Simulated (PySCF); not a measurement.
**Correlation energy of Si⁸⁺ (silicon, charge +8)**

Starting occupation: [He] 2s2 2p2, 2p1/2 with m_j = -1/2, +1/2. Computed with PySCF 2.14 in an even-tempered Gaussian basis (18 s from 0.97 bohr⁻², ratio 2.4; 11 p from 1.3 bohr⁻², ratio 2.4; 5 d from 5.7 bohr⁻², ratio 2.6; 5 f from 8.5 bohr⁻², ratio 2.6), with X2C-1e with screened-nucleus spin-orbit coupling, Gaussian nucleus. Frozen: nothing; 6 electrons correlated; the 30 highest virtual spinors left out.

MP2 pair energies summed by pair of shells (mhartree):

```tsv
pair	energy	share (%)
2p-2s	-60.60	35.8
1s-1s	-39.79	23.5
2s-2s	-35.20	20.8
1s-2p	-14.35	8.5
1s-2s	-10.27	6.1
2p-2p	-8.97	5.3
```

Total MP2 correlation energy: -169.18 mhartree.

The GHF reference relaxed away from the jj start to a determinant that is no pure jj level (⟨S²⟩ = 2.00, ⟨J²⟩ = 1.84); the energies belong to that determinant.
